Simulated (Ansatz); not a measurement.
System: CH$_{9}$ClNSi$_{2}$ (charge +1, singlet). It need not be the lowest isomer of its formula. SMILES: [SiH3][NH2+][Si@H](C)Cl
Geometry from a B3LYP-D3(BJ)/def2-TZVP (Ansatz, a first-principles code) optimisation:
```xyz
14

Si     0.5736     0.2747    -0.4891
C      1.4224    -1.3542    -0.4334
Cl     1.5316     1.7519     0.5121
N     -1.0398     0.0888     0.4665
Si    -2.1930    -1.2918    -0.0578
H      0.0886     0.7305    -1.7964
H      0.8588    -2.1224    -0.9671
H      2.3954    -1.2604    -0.9213
H      1.5970    -1.6858     0.5918
H     -0.8163    -0.0167     1.4598
H     -3.4945    -0.9348     0.5197
H     -1.5740    -2.4908     0.5195
H     -2.1431    -1.2412    -1.5251
H     -1.5335     0.9835     0.4061
```
Charge +1, spin multiplicity 1.

Parts of the frozen-core correlation energy in cc-pVTZ (Ansatz, hartree). Frozen orbitals: 17; correlated occupied orbitals by spin: 16 and 16; virtual: 255 and 255. No spin-orbit coupling. Non-relativistic.

```
term                             value
-------------------------  -----------
reference (HF)             -1134.89420
MP2 opposite-spin                  ___
MP2 same-spin                      ___
CCSD correlation              -0.89263
(T)                                ___
T1 diagnostic                    0.009
largest doubles amplitude        0.018
```

Question: Complete the blanks.

Answer: 
- MP2 opposite-spin, value: -0.64692
- MP2 same-spin, value: -0.17671
- (T), value: -0.03328
